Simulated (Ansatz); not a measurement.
Geometry optimisation, RKS PBE-D4/def2-SVP in Ansatz 0.2.0.

Input:

```yaml
crystal:
  periodic: [false, false, false]
  atoms:
    - { symbol: Ge, position_ang: [-0.02417, -0.20246, -0.105355] }
    - { symbol: F, position_ang: [-0.049139, -0.255583, 1.603292] }
    - { symbol: Cl, position_ang: [1.911801, -0.447633, -0.948923] }
    - { symbol: F, position_ang: [-0.884122, 1.19236, -0.653383] }
    - { symbol: F, position_ang: [-0.98558, -1.554771, -0.597236] }
    - { symbol: S, position_ang: [1.515297, 2.492172, 1.404852] }
    - { symbol: H, position_ang: [2.6501, 1.763084, 1.600311] }
    - { symbol: H, position_ang: [0.789812, 1.609231, 2.184241] }
basis:
  gaussian: { orbitals: def2-SVP }
hamiltonian:
  xc: pbe
  dispersion: d4
relax:
  f_tol: 0.03
  max_steps: 50
```

Launched with:

```bash
$ ansatz run input.yaml --threads 4 --pin off --max-ram 5120MiB --backend cpu --events-out ev --progress --plain --runs-dir out
```

Q: Where does it end, and by what steps?

A: It converged. The force dipped under the threshold on the way, but the program's further checks kept it going. After 38 steps the energy has fallen by 0.072 eV; H8 moved furthest, 1.21 Å.

```csv
step,energy less start (eV),largest force component (eV/Å),accepted
0,0.0000,0.970,yes
2,-0.0122,0.889,no
4,-0.0420,0.128,yes
6,-0.0459,0.388,yes
8,-0.0516,0.090,yes
10,-0.0550,0.247,yes
12,-0.0596,0.040,yes
14,-0.0473,0.781,no
16,-0.0628,0.215,no
18,-0.0638,0.015,yes
20,-0.0645,0.133,yes
22,-0.0656,0.021,yes
24,-0.0666,0.074,yes
26,-0.0638,0.414,no
28,-0.0679,0.114,yes
30,-0.0691,0.049,yes
32,-0.0695,0.059,yes
34,-0.0712,0.028,yes
36,-0.0713,0.187,no
38,-0.0722,0.025,yes
```

```xyz
8
Properties=species:S:1:pos:R:3
Ge 0.119 -0.231 -0.080
F 0.507 -0.715 1.542
Cl 1.741 -0.291 -1.455
F -0.852 1.207 -0.103
F -0.997 -1.457 -0.589
S 1.861 2.114 1.236
H 1.877 1.310 2.336
H 0.667 2.659 1.600
```

Whether the end is a true minimum wasn't checked by a vibrational analysis.

The run took 53 s on 4 threads of Arm Neoverse V2, on a shared host, peak memory 0.18 GiB.
